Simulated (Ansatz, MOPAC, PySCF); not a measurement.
Molecule: CH2N, charge -1, multiplicity 1. SMILES: [CH-]=N
Geometry from a B3LYP-D3(BJ)/def2-TZVP (Ansatz, a first-principles code) optimisation:
```
C
N 1 1.3032
H 2 1.0467 1 113.70
H 1 1.1571 2 111.64 3 0.00
```
Charge -1, spin multiplicity 1.

Unscaled harmonic wavenumbers (cm⁻¹) in rising order, each level at the stationary point that it reaches from this structure (no distance between atoms moves by over 0.3 Å); the order of modes can differ between levels, and a negative number is imaginary. B3LYP-D3(BJ)/def2-TZVP (PySCF, at the structure above): 1121, 1154, 1390, 1474, 2237, 2911.

AM1 (MOPAC): 1042, 1133, 1327, 1901, 2757, 3131. Zero-point energy 16.1 against 14.7 kcal/mol; where all levels lie over 400 cm⁻¹, the wavenumbers are on average 1.077 times those of B3LYP-D3(BJ)/def2-TZVP.

PM6 (MOPAC): 918, 1111, 1325, 1702, 2583, 2660. Zero-point energy 14.7 against 14.7 kcal/mol; where all levels lie over 400 cm⁻¹, the wavenumbers are on average 0.993 times those of B3LYP-D3(BJ)/def2-TZVP.

HF/6-31G* (Ansatz): 1217, 1327, 1547, 1639, 2343, 3315. Zero-point energy 16.3 against 14.7 kcal/mol; where all levels lie over 400 cm⁻¹, the wavenumbers are on average 1.108 times those of B3LYP-D3(BJ)/def2-TZVP.
